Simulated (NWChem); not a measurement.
System meant: BNH₂F₂; SMILES NB(F)F

NWChem input:

```
start job
memory heap 200 mb stack 900 mb global 1100 mb
geometry units angstroms noautoz
  B     -0.000568    -0.041210     0.000000
  F      1.132169    -0.749724     0.000000
  F     -1.156871    -0.710522     0.000000
  N      0.023631     1.358710     0.000000
  H     -0.816890     1.916138     0.000000
  H      0.883362     1.886037     0.000000
end
basis spherical
  B library def2-svp
  F library def2-svp
  N library def2-svp
  H library def2-svp
end
dft
  odft
  mult 2
  xc xpbe96 cpbe96
  iterations 150
  mulliken
end
task dft energy
```

End of the output:

```
 Summary of "ao basis" -> "" (spherical)
 ------------------------------------------------------------------------------
       Tag                 Description            Shells   Functions and Types
 ---------------- ------------------------------  ------  ---------------------
 B                          def2-svp                 6       14   3s2p1d
 F                          def2-svp                 6       14   3s2p1d
 N                          def2-svp                 6       14   3s2p1d
 H                          def2-svp                 3        5   2s1p

  pbe96 is a nonlocal functional; adding pw91lda local functional.

                                 NWChem DFT Module
                                 -----------------

 Summary of "ao basis" -> "ao basis" (spherical)
 ------------------------------------------------------------------------------
       Tag                 Description            Shells   Functions and Types
 ---------------- ------------------------------  ------  ---------------------
 B                          def2-svp                 6       14   3s2p1d
 F                          def2-svp                 6       14   3s2p1d
 N                          def2-svp                 6       14   3s2p1d
 H                          def2-svp                 3        5   2s1p

      Symmetry analysis of basis
      --------------------------

        a'         48
        a"         18

  number of electrons :                   32
  multiplicity        :                    2
 ------------------------------------------------------------------------
  no. of electrons and multiplicity not compatible                  32
 ------------------------------------------------------------------------
 ------------------------------------------------------------------------
  current input line :
    24: task dft energy
 ------------------------------------------------------------------------
 ------------------------------------------------------------------------
 There is an error in the input file
 ------------------------------------------------------------------------
 For more information see the NWChem manual at https://nwchemgit.github.io

0: no. of electrons and multiplicity not compatible:Received an Error in Communication
```

Problem. Can this run be used? If not, why, and what is the fix?

Solution. The program refused the input. Cause: the multiplicity doesn't fit the number of electrons (an even count wants an odd multiplicity, and the reverse). This input runs:
```
start job
memory heap 200 mb stack 900 mb global 1100 mb
geometry units angstroms noautoz
  B     -0.000568    -0.041210     0.000000
  F      1.132169    -0.749724     0.000000
  F     -1.156871    -0.710522     0.000000
  N      0.023631     1.358710     0.000000
  H     -0.816890     1.916138     0.000000
  H      0.883362     1.886037     0.000000
end
basis spherical
  * library def2-svp
end
dft
  xc xpbe96 cpbe96
  iterations 150
  mulliken
end
task dft energy
```
It converges to -280.15169 Ha (PBE/def2-SVP).
